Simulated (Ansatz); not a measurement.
CH5GaSn. Charge 0, multiplicity 1. Sn: def2 effective core potential. The bonds changed during the relaxation, so this is another structure than the one it started from. The geometry is a stationary point of PBE0-D4/def2-TZVP.

```xyz
8

C    -0.459    0.983    0.235
Ga    0.876    2.493   -0.007
Sn    0.267   -0.989   -0.180
H    -0.821    0.976    1.272
H    -1.329    1.145   -0.414
H     1.662   -1.305    0.763
H     0.704   -1.109   -1.832
H    -0.899   -2.194    0.163
```

(1) What is the dipole moment at r2SCAN/def2-TZVPP? (Best estimate.)

(2) And with PBE, B3LYP, ωB97M-V? (An estimate is asked.)

(3) Give the Mulliken charges with r2SCAN, ωB97M-V, PBE in def2-TZVPP. (An estimate is asked.)

Answers

(1) Computed: 1.01 D, with components (-0.76, 0.60, 0.28) D in this frame, pointing from negative to positive charge.

(2) Ansatz gave: PBE 1.02 D, B3LYP 1.05 D, ωB97M-V 1.00 D.

(3) Computed: 
```json
{"atom": "C1", "r2SCAN": "-0.60", "ωB97M-V": "-0.70", "PBE": "-0.56"}
{"atom": "Ga2", "r2SCAN": "0.21", "ωB97M-V": "0.24", "PBE": "0.18"}
{"atom": "Sn3", "r2SCAN": "0.57", "ωB97M-V": "0.48", "PBE": "0.52"}
{"atom": "H4", "r2SCAN": "0.11", "ωB97M-V": "0.15", "PBE": "0.12"}
{"atom": "H5", "r2SCAN": "0.11", "ωB97M-V": "0.15", "PBE": "0.12"}
{"atom": "H6", "r2SCAN": "-0.13", "ωB97M-V": "-0.11", "PBE": "-0.13"}
{"atom": "H7", "r2SCAN": "-0.13", "ωB97M-V": "-0.11", "PBE": "-0.13"}
{"atom": "H8", "r2SCAN": "-0.13", "ωB97M-V": "-0.10", "PBE": "-0.12"}
```

B3LYP here is the variant with VWN-RPA as its local correlation; programs differ in this.
